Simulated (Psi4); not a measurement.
C₂H₆ClGa, charge +1, quartet, geometry from GFN2-xTB of the parent state (such geometries of metal compounds can be far from the true shape) (a state made from the parent by changing its charge; the spin is typed, not shown lowest).

The Psi4 input:
```
memory 2 GB

molecule mol {
1 4
Ga   -0.230125    0.221604    0.519119
C    -1.816142   -0.921645   -0.716983
H    -1.337382   -1.166959   -1.655674
H    -2.695171   -0.301226   -0.824580
H    -1.981238   -1.791455   -0.091607
C    -0.394867    1.732055   -1.225072
H    -0.124815    1.189436   -2.121075
H     0.351984    2.462602   -0.936693
H    -1.398810    2.133379   -1.243872
Cl    1.622667   -0.838704    0.143126
}

set {
  basis def2-sv(p)
  reference uks
}

energy('tpss')
print_variables()
```

Question: What does this run give for the total energy, nuclear repulsion energy, number of basis functions, <S^2>?

Answer: 
| Property | Value |
|---|---|
| total energy | -2464.0450 Eh |
| nuclear repulsion energy | 326.0291 Eh |
| number of basis functions | 90 |
| <S^2> | 3.759 |

These values belong to the state on which the SCF converged, which isn't shown to be the lowest.
